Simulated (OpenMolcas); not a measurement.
**Ru2+: moving or changing the point charges**

Ru2+ among 6 point charges of -1.5 e arranged as an octahedron (Oh), 1.85 Å from the ion.
```
   1.8500    0.0000    0.0000  -1.50
   0.0000    1.8500    0.0000  -1.50
  -1.8500    0.0000    0.0000  -1.50
   0.0000   -1.8500    0.0000  -1.50
   0.0000    0.0000    1.8500  -1.50
   0.0000    0.0000   -1.8500  -1.50
```

```yaml
Program: OpenMolcas 26.06
Method: "SS-CASPT2, IPEA 0.25 Eh, imaginary shift 0.1 Eh (closed shells correlated: 4s 4p)"
Basis: ANO-RCC-VDZP [6s5p3d1f]
Scalar_Hamiltonian: DKH2, point nucleus
Active_space: 6 electrons in 5 orbitals (4d)
State_averaging: 2S+1 = 5 even, 5 roots; 2S+1 = 3 even, 45 roots; 2S+1 = 1 even, 50 roots
Spin-orbit_coupling: state interaction with AMFI integrals over the reference wave functions
```

Runs around this geometry, states (labels of O, the rotations of Oh). Energies in cm-1 above the lowest state or level, χT in cm3 K/mol; under a threefold ground state the first gap can be a small split of the lowest multiplet, not the spin-orbit step.

| R (Å) | q (e) | Ground state | First state of that spin | First gap with spin-orbit (degeneracies) | χT at 300 K | First state of another spin |
| --- | --- | --- | --- | --- | --- | --- |
| 1.85 | -0.75 | 5T2 | 5E 8120 | 390 (3, 2) | 4.347 | 3T1 11220 |
| 1.85 | -1.5 | 5T2 | 5E 16570 | 190 (1, 3) | 2.824 | 1A1 290 |
| 2.01 | -1.5 | 5T2 | 5E 11820 | 360 (3, 2) | 4.266 | 3T1 8100 |

Taking the first state of the same spin as R^-n, n = -ln(11820 / 16570) / ln(2.01 / 1.85) = 4.1 between the shortest and longest distance.

Scaling the charges by -0.75 / -1.5 = 0.50 scales the first state of the same spin by 8120 / 16570 = 0.49; with fixed orbitals a first-order splitting would follow the charge.

Roots that are degenerate in the reference are averaged as groups; the widest CASPT2 spread within a group is 390 cm-1 (the 3-fold group of multiplicity 3 near 8100 cm-1 above the lowest state of its run, R = 2.01, q = -1.5). Shifts and gaps below about the spread of the groups concerned are not significant. Point charges give a weaker field than real ligands, and real ions of this kind are as a rule low spin; the high spin found here belongs to the model. Free-ion shares, where given, are those of the reference states; single-state CASPT2 does not remix them. An orbital triplet at a regular site is open to Jahn-Teller coupling, which can distort the site and quench the lowest spin-orbit gaps and is left out (holds for R = 1.85, q = -0.75; R = 2.01, q = -1.5). Spin-orbit coupling mixes the spin-free states strongly: the lowest level takes only 54 % from its leading state, 1A1, which lies 292 cm-1 above the lowest spin-free state (holds for R = 1.85, q = -1.5). This shell can be high or low spin here, a state of another spin lies low, and with metal d orbitals alone active their balance is uncertain, so the ground spin may be wrong (holds for R = 1.85, q = -1.5; R = 2.01, q = -1.5). Point charges carry no covalency, so the field is a model and not that of real ligands. No measured value stands beside these numbers.
